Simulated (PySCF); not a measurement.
BFHI, SMILES FBI. Atoms are numbered in the order given.

```xyz
4

B     -0.5645     1.4701     0.0000
F      0.3654     2.4091     0.0000
H     -1.7259     1.7617     0.0000
I      0.0238    -0.5810     0.0000
```

Geometry: PBE-D3(BJ)/def2-TZVP. The def2 effective core potentials stand for the cores of I; spin–orbit coupling is left out.

All values below come from TDA-CAM-B3LYP/def2-SVPD (PySCF 2.14.0).

Vertical excitations. Isolated molecule, no solvent. State labels are in the subgroup Cs.

Task: Estimate the UV-visible absorptions. (The exact figures need the calculation; the answer reports its results.)

Result: 
```json
[
 {"state": "S1", "symmetry": "A\"", "energy (eV)": "5.00", "λ (nm)": "248", "f": "0.000", "main pairs": "HOMO→LUMO 99 %"},
 {"state": "S2", "symmetry": "A'", "energy (eV)": "5.91", "λ (nm)": "210", "f": "0.098", "main pairs": "HOMO−1→LUMO 91 %"},
 {"state": "S3", "symmetry": "A\"", "energy (eV)": "6.22", "λ (nm)": "199", "f": "0.000", "main pairs": "HOMO−2→LUMO 97 %"},
 {"state": "S4", "symmetry": "A'", "energy (eV)": "6.58", "λ (nm)": "188", "f": "0.010", "main pairs": "HOMO→LUMO+1 79 %"},
 {"state": "S5", "symmetry": "A\"", "energy (eV)": "6.88", "λ (nm)": "180", "f": "0.008", "main pairs": "HOMO−1→LUMO+1 76 %, HOMO−1→LUMO+5 12 %"},
 {"state": "S6", "symmetry": "A'", "energy (eV)": "7.32", "λ (nm)": "169", "f": "0.125", "main pairs": "HOMO→LUMO+2 74 %, HOMO→LUMO+1 12 %"},
 {"state": "S7", "symmetry": "A\"", "energy (eV)": "7.70", "λ (nm)": "161", "f": "0.167", "main pairs": "HOMO−1→LUMO+2 75 %, HOMO−1→LUMO+1 13 %"},
 {"state": "S8", "symmetry": "A\"", "energy (eV)": "8.14", "λ (nm)": "152", "f": "0.000", "main pairs": "HOMO→LUMO+4 99 %"},
 {"state": "S9", "symmetry": "A'", "energy (eV)": "8.18", "λ (nm)": "152", "f": "0.007", "main pairs": "HOMO→LUMO+3 84 %"},
 {"state": "S10", "symmetry": "A'", "energy (eV)": "8.32", "λ (nm)": "149", "f": "0.033", "main pairs": "HOMO→LUMO+5 69 %"},
 {"state": "T1", "symmetry": "A\"", "energy (eV)": "4.82", "λ (nm)": "257", "f": "0", "main pairs": "HOMO→LUMO 97 %"},
 {"state": "T2", "symmetry": "A'", "energy (eV)": "4.92", "λ (nm)": "252", "f": "0", "main pairs": "HOMO−1→LUMO 99 %"},
 {"state": "T3", "symmetry": "A\"", "energy (eV)": "5.69", "λ (nm)": "218", "f": "0", "main pairs": "HOMO−2→LUMO 92 %"},
 {"state": "T4", "symmetry": "A'", "energy (eV)": "6.01", "λ (nm)": "206", "f": "0", "main pairs": "HOMO→LUMO+1 63 %, HOMO→LUMO+5 18 %, HOMO→LUMO+2 11 %"}
]
```
Triplets are in the Tamm–Dancoff approximation.
